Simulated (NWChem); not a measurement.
# Ionisation of C₃H₃N₂

```xyz
8

C     -0.3147     1.1377     0.0000
C      0.9968     0.7284     0.0000
C      0.8598    -0.6817     0.0000
N     -0.4087    -1.0720     0.0000
N     -1.1162     0.0660     0.0000
H      1.8991     1.3334     0.0000
H      1.6510    -1.4322     0.0000
H     -2.1271     0.0342     0.0000
```
Charge 0, spin multiplicity 2.

All runs are NWChem calculations. The geometry was optimised at UPBE0/def2-SVP, a minimum by its harmonic frequencies.

Basis set: def2-TZVP. −ε marks an orbital energy of the parent.

B3LYP has NWChem's definition, with VWN1-RPA local correlation. The structure started from a generated list of species. The unpaired electrons of the parent sit in orbitals of symmetry a' (Cs labels of the run); other states weren't searched. No SCF solution was tested for a lower state.

### Question
One of these methods gave a first vertical ionisation energy of 7.06 eV. Which?
A. −ε(beta HOMO) of B3LYP
B. G0W0@PBE0
C. −ε(beta HOMO) of PBE
D. G0W0@PBE

### Answer
A, −ε(beta HOMO) of B3LYP. The others give 6.17 (−ε(beta HOMO) of PBE), 9.05 (G0W0@PBE), 9.27 (G0W0@PBE0).
